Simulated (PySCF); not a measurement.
This PySCF input asks for the NMR shieldings of SMILES C(=C)=CCC(=O)N(C)C, C7H11NO; the geometry comes from GFN2-xTB.

```python
import basis_set_exchange as bse
import numpy as np
from pyscf import gto, dft
from pyscf.prop import nmr

atoms = """
C     2.944604    0.162721   -1.827119
C     2.369539   -0.124956   -0.703148
C     1.783446   -0.438298    0.410743
C     0.584134   -1.342958    0.511023
C    -0.556288   -0.627112    1.226789
O    -0.783786   -0.826605    2.405459
N    -1.276845    0.252453    0.492981
C    -2.418752    0.900184    1.098507
C    -1.085624    0.500105   -0.916261
H     3.750679   -0.436788   -2.219790
H     2.659152    1.022343   -2.413657
H     2.148805   -0.048077    1.351662
H     0.846452   -2.202563    1.132508
H     0.278746   -1.695300   -0.473971
H    -3.337654    0.616948    0.579861
H    -2.477384    0.579788    2.136696
H    -2.304098    1.985534    1.059891
H    -1.580662   -0.262779   -1.527045
H    -1.521991    1.468377   -1.159539
H    -0.027622    0.527662   -1.168626
"""
names = dict.fromkeys(["C", "O", "N", "H"], "pcSseg-1")
basis = {el: gto.basis.parse(bse.get_basis(n, elements=[el], fmt="nwchem")) for el, n in names.items()}
mol = gto.M(atom=atoms, basis=basis, charge=0, verbose=0)
mf = dft.RKS(mol, xc="PBE0")
mf.grids.level = 2
mf.grids.alignment = dft.numint.BLKSIZE   # the property module wants whole blocks of grid points
mf.conv_tol = 1e-9
mf.kernel()

calc = nmr.RKS(mf)   # GIAO
C = mf.mo_coeff
Co = C[:, mf.mo_occ > 0]
resp = mf.gen_response(singlet=True, hermi=2)
def vind(x):   # induced exchange potential for any number of trial vectors
    d = np.einsum("pi,xij,qj->xpq", C, 2 * x.reshape(-1, C.shape[1], Co.shape[1]), Co, optimize=True)
    return np.einsum("xpq,pi,qj->xij", resp(d - d.transpose(0, 2, 1)), C, Co, optimize=True).ravel()
mo1, _ = nmr.rhf.solve_mo1(calc, with_cphf=vind)
sigma = calc.kernel(mo1)
for i, s in enumerate(sigma):   # ppm
    w = np.linalg.eigvalsh((s + s.T) / 2)
    print("%2d %-2s iso %8.1f  s11 %8.1f  s22 %8.1f  s33 %8.1f" % (i, mol.atom_pure_symbol(i), w.mean(), *w))
```

Task: What are the results?

Result: 
```
 0 C  iso    108.2  s11     22.3  s22    131.2  s33    171.0
 1 C  iso    -35.3  s11    -69.0  s22    -42.9  s33      5.9
 2 C  iso     93.6  s11      7.9  s22    112.0  s33    160.8
 3 C  iso    146.0  s11    129.0  s22    145.8  s33    163.3
 4 C  iso     15.9  s11    -70.9  s22     26.9  s33     91.6
 5 O  iso    -85.6  s11   -376.8  s22   -184.6  s33    304.8
 6 N  iso    149.2  s11     40.5  s22    169.7  s33    237.5
 7 C  iso    151.0  s11    127.5  s22    140.7  s33    184.7
 8 C  iso    149.8  s11    129.7  s22    136.8  s33    182.9
 9 H  iso     26.7  s11     24.4  s22     25.2  s33     30.3
10 H  iso     26.8  s11     24.5  s22     25.6  s33     30.2
11 H  iso     26.2  s11     23.3  s22     26.7  s33     28.5
12 H  iso     28.7  s11     24.7  s22     27.5  s33     33.8
13 H  iso     28.8  s11     26.4  s22     28.9  s33     31.0
14 H  iso     29.5  s11     24.8  s22     27.5  s33     36.3
15 H  iso     26.9  s11     21.6  s22     27.5  s33     31.7
16 H  iso     29.5  s11     24.7  s22     27.8  s33     36.1
17 H  iso     28.7  s11     25.2  s22     26.1  s33     34.8
18 H  iso     29.2  s11     24.5  s22     28.3  s33     34.7
19 H  iso     27.9  s11     21.9  s22     28.0  s33     33.8
```

These numbers come from an equivalent density-fitted implementation of the same equations, which agrees with the script to about 0.01 ppm for H and up to a few tenths of a ppm for heavy atoms, so last digits may differ.

Task: Turn these shieldings into chemical shifts. References, each an isolated molecule treated in the same way: TMS for ¹³C (186.93 ppm) and ¹H (31.72 ppm); ¹⁷O (336.08 ppm) vs H2O; ¹⁵N (267.73 ppm) against NH3.

Result: Averaging equivalent atoms: C 1: 222.3; C 4: 171.1; C 2: 93.3; C 0: 78.7; C 3: 40.9; C 8: 37.1; C 7: 36.0; O 5: 421.6; N 6: 118.5; H 11: 5.53; H 9/10: 5.00; H 17/18/19: 3.13; H 14/15/16: 3.07; H 12/13: 3.01 ppm. Unscaled 17O shifts of doubly bonded oxygen tend to come out too high, by tens of ppm or more. Experimental scales use liquid or dissolved standards, which lie at an offset from isolated NH3 (liquid NH3: subtract about 20 ppm) and H2O (liquid H2O: subtract about 36 ppm).

Size and cost of the density-fitted run: 208 basis functions, 50 s wall time on 1 thread of an x86-64 server CPU, shared host.
